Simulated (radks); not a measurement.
Question: Tc2+, 41 electrons, occupied as [Kr] 4d5. All-electron calculation, non-relativistic Kohn-Sham, PBE, spin-polarised, spherical densities, point nucleus; open shells are filled with parallel spins first (spin-orbit coupling, left out, can overturn this in heavy ions); relativity is left out, which matters for an element this heavy. Program: a radial shooting solver on a logarithmic mesh with Libxc functionals. Some entries of the table are withheld. Estimate them.

| orbital | occ. | eigenvalue (eV) | <r^2> (bohr^2) | r(max) (bohr) |
|---|---|---|---|---|
| 1s down | 1 | -20334.99 | 0.001681 | 0.02345 |
| 1s up | 1 | -20334.97 | 0.001681 | 0.02345 |
| 2s up | 1 | -2864.128 | 0.02813 | 0.1309 |
| 2s down | 1 | -2863.438 | 0.02813 | 0.1309 |
| 2p up | 3 | -2645.508 | 0.02139 | 0.1029 |
| 2p down | 3 | -2645.007 | 0.02139 | 0.1029 |
| 3s up | 1 | -510.1726 | 0.2090 | 0.3835 |
| 3s down | 1 | -509.8478 | 0.2089 | 0.3835 |
| 3p up | 3 | -425.3223 | 0.2066 | 0.3706 |
| 3p down | 3 | -424.9399 | 0.2064 | 0.3707 |
| 3d up | 5 | -269.6194 | 0.1903 | 0.3115 |
| 3d down | 5 | -269.0087 | 0.1901 | 0.3117 |
| 4s up | 1 | -86.5793 | 1.342 | 0.9769 |
| 4s down | 1 | -83.1067 | 1.327 | 0.9715 |
| 4p up | 3 | -61.8960 | 1.606 | (1) |
| 4p down | 3 | -58.2237 | 1.592 | (2) |
| 4d up | 5 | -24.1262 | 2.999 | 1.257 |
| 4d down | 0 | -20.3647 | 3.143 | 1.247 |

Answer: 
(1) 4p up r(max) (bohr): 1.037
(2) 4p down r(max) (bohr): 1.029
